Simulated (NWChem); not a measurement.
Species: TiIF₃; SMILES [F][Ti]([F])([F])[I]

Results from NWChem. Medium grid unless said otherwise, to which SCAN and Minnesota functionals are sensitive. The geometry was optimised at PBE-D3(BJ)/def2-SVP. def2 effective core potentials on I; no spin-orbit coupling.

Q: Order these by “orbital gap (eV)”, lowest first: PBE/def2-SVP; LC-wPBE (HJS exchange hole, range parameter 0.4 per bohr)/def2-SVP; B3LYP/def2-SVP; BHandHLYP/def2-SVP.

A: PBE/def2-SVP (3.02), B3LYP/def2-SVP (4.43), BHandHLYP/def2-SVP (6.81), LC-wPBE (HJS exchange hole, range parameter 0.4 per bohr)/def2-SVP (9.51)
